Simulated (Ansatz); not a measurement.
`ClC1=CC[SiH2]1`. Charge 0, multiplicity 1.

```xyz
10

Cl   -0.763    0.101   -2.823
C    -0.316    0.044   -1.175
C    -0.456   -0.982   -0.322
C     0.093   -0.526    1.016
Si    0.453    1.116    0.136
H    -0.879   -1.963   -0.534
H    -0.652   -0.503    1.815
H     0.957   -1.100    1.359
H    -0.314    2.313    0.574
H     1.877    1.501   -0.047
```

Problem. List the harmonic frequencies (cm⁻¹, unscaled) at PBE0-D4/def2-TZVP in Ansatz. (An estimate is asked.)

Solution. The calculation gave: 191, 249, 274, 453, 533, 569, 652, 697, 784, 812, 884, 955, 959, 1051, 1104, 1141, 1251, 1439, 1621, 2220, 2226, 3071, 3118, 3150.

Problem. Is this a minimum?

Solution. Yes, all 24 modes are real.

Problem. Give the ideal-gas thermochemistry at 298.15 K and 1 bar (rigid rotor, harmonic oscillator; point group Cs, symmetry number 1).

Solution. Zero-point energy 175.9 kJ/mol; H(298) − E = 193.2 kJ/mol; entropy 318.1 J/(mol·K), of which translation 166.9, rotation 113.1, vibration 38.1; G(298) − E = 98.3 kJ/mol.
